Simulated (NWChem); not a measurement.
ammonia (NH3); SMILES N

```xyz
4

N      0.0000     0.0000     0.1388
H      0.6618     0.6618    -0.2664
H      0.2422    -0.9040    -0.2664
H     -0.9040     0.2422    -0.2664
```
Atoms are numbered in this order, from 1.

All runs: NWChem. Pople sets run with spherical d functions. Structure relaxed at the PBE0/def2-SVP level. No frequency run checked for a minimum. GIAO values for the isolated, static molecule; σ is the absolute isotropic shielding.

```
level                                                        σ N1 (ppm)  σ H2 (ppm)
-----------------------------------------------------------  ----------  ----------
Hartree-Fock/6-31G*                                               261.3       32.69
B3LYP/6-31G*                                                      255.8       32.74
B3LYP/6-311G**                                                    270.2       32.37
PBE/pcSseg-1                                                      265.0       31.76
PBE0/pcSseg-1                                                     265.6       31.62
KT2/pcSseg-1                                                      264.3       31.76
LDA (Slater exchange, VWN5)/pcSseg-1                              271.9       31.44
BHandHLYP/pcSseg-1                                                265.0       31.57
PBE0/pcSseg-2                                                     261.6       31.51
B3LYP/IGLO-III                                                    257.1       31.90
Hartree-Fock/STO-3G                                               307.1       32.98
PBE0/6-31G*                                                       259.3       32.67
PBE0/def2-SVP                                                     269.8       31.91
PBE/x2c-SVPall-s, scalar ZORA without spin-orbit coupling         263.4       31.83
PBE0/x2c-SVPall-s, scalar ZORA without spin-orbit coupling        264.9       31.72
PBE0/x2c-TZVPall-s, scalar ZORA without spin-orbit coupling       259.8       31.69
```
